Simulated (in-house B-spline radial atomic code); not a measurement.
## The gallium ion Ga⁶⁺: [Ar] 3d6 7p1 (an excited or competing configuration)

Level of theory: Dirac-Hartree-Fock, average of configuration, Fermi nucleus of rms radius 3.9973 fm; calculated with a radial B-spline atomic code at the basis-set limit.

Z_r = [3n² - l(l+1)]/(2<r>); Z_e = n√(-2ε); the last column is Slater's effective charge. Values are occupation-weighted means over j.

| shell | electrons | ε (eV) | <r> (bohr) | Z_r | Z_e | Slater |
| --- | --- | --- | --- | --- | --- | --- |
| 1s | 2 | -10597 | 0.04858 | 30.88 | 27.91 | 30.70 |
| 2s | 2 | -1494.4 | 0.2166 | 27.71 | 20.96 | 26.85 |
| 2p | 6 | -1316.1 | 0.1903 | 26.27 | 19.67 | 26.85 |
| 3s | 2 | -317.43 | 0.6257 | 21.58 | 14.49 | 19.75 |
| 3p | 6 | -259.25 | 0.64 | 19.53 | 13.10 | 19.75 |
| 3d | 6 | -171.22 | 0.6499 | 16.16 | 10.64 | 11.25 |
| 7p | 1 | -18.802 | 7.487 | 9.68 | 8.23 | 7.00 |

The least bound orbital is 7p3/2 at -18.78 eV, and it is also the most diffuse (<r> = 7.497 bohr).

Spin-orbit splittings of the orbital energies (j = l + 1/2 above j = l - 1/2 when positive): 2p 27.96 eV, 3p 4.254 eV, 3d 0.6268 eV, 7p 0.07157 eV.

For the 1s electron the small component carries 1.26 % of the norm, the zero-frequency Breit interaction raises the level by 14.67 eV, self-energy by 7.524 eV, and vacuum polarisation lowers it by 0.7114 eV.
